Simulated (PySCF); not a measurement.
Computed shifts of a molecule C₃H₇BFN, PBE/pcSseg-1 (PySCF), GIAO, gas phase, equivalent atoms averaged, in ppm (number of nuclei): ¹³C: 154.2 (1), 134.2 (1), 28.7 (1). ¹⁵N: 77.6 (1). ¹⁹F: -137.2 (1). ¹H: 6.62 (1), 6.02 (1), 3.32 (1), 2.94 (1), 2.23 (3). References: ¹³C against TMS (σ = 182.0 ppm); ¹¹B against BF3 (σ = 83.9 ppm); ¹⁵N against NH3 (σ = 267.0 ppm); ¹⁹F against CFCl3 (σ = 133.6 ppm); ¹H against TMS (σ = 31.49 ppm), references at their B3LYP-D3(BJ)/def2-TZVP geometries, non-relativistic. Geometry: ωB97X-D3(BJ)/def2-SVP. The geometry has at least one imaginary mode, so it is a saddle point at that level. The values are those of a single conformer.

Question: Identify the compound among the candidates.
A) C=C(F)B(C)N
B) C=CB(F)NC
C) C/C=C/B(N)F
D) C=C(C)B(N)F

Answer: C, C/C=C/B(N)F
